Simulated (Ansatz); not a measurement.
Cu4S3. Charge 0, multiplicity 1. Geometry r2SCAN-D4/def2-SVP, basis def2-TZVP, Ansatz.

```xyz
7

Cu    0.1401   -1.6156    0.3889
Cu    1.2007    0.2805    1.1232
Cu   -1.5381   -0.3071   -0.5676
Cu   -0.4777    1.5890    0.1673
S     0.0427    0.7067   -1.8856
S    -1.0481   -0.0827    1.7265
S     1.6804   -0.5709   -0.9526
```

```json
{"run": "A", "HOMO (eV)": "-7.33", "LUMO (eV)": "-1.62"}
{"run": "B", "HOMO (eV)": "-5.07", "LUMO (eV)": "-3.17"}
{"run": "C", "HOMO (eV)": "-4.99", "LUMO (eV)": "-3.39"}
{"run": "D", "HOMO (eV)": "-6.09", "LUMO (eV)": "-2.46"}
{"run": "E", "HOMO (eV)": "-4.90", "LUMO (eV)": "-3.27"}
```

Another isomer (singlet) lies 0.09 eV lower at PBE0-D4/def2-TZVP; other spin states weren't run for this one.

Problem. The runs used CAM-B3LYP, PBE, PBE0, r2SCAN, revPBE. Estimate which is which.

Solution. A CAM-B3LYP (range-separated); B r2SCAN (0 % exact exchange); C PBE (0 % exact exchange); D PBE0 (25 % exact exchange); E revPBE (0 % exact exchange). Exact exchange lowers occupied and raises empty levels; among semilocal functionals meta-GGAs tend to open the gap a little, and such runs are hard to tell apart. The gap grows from 1.61 eV (PBE) to 5.71 eV (CAM-B3LYP).
